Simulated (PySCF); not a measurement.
Compound: C₂H₃NTe.
Bonds: N1–C2 (triple), C2–C3, C3–Te4. Hydrogens: H5, H6 on C3; H7 on Te4.

The calculation used PBE0-D3(BJ)/def2-SVP geometry optimisation, gas phase, def2 core potentials past Kr in PySCF 2.14.0.

(1) Give the optimised bond lengths and angles.

## Answers

(1) 
```tsv
bond	length (Å)
N1≡C2	1.158
C2–C3	1.444
C3–Te4	2.182
C3–H5, C3–H6	1.099
Te4–H7	1.664
```

Bonds in one row agree within 0.01 Å and their mean is given. A selection of angles:
```tsv
angle	degrees
N1–C2–C3	179.3
C2–C3–Te4	113.4
C2–C3–H5	110.8
C2–C3–H6	110.3
Te4–C3–H5	108.5
Te4–C3–H6	105.2
H5–C3–H6	108.4
C3–Te4–H7	91.9
```

The 4 heavy atoms lie in one plane (0.003 Å rms). Te4 (tellurium bonded to C and H) is bent (angle 91.9°).

Stationary, but not proved a minimum. The numbers are those of one conformer (C2–C3–Te4–H -62°).
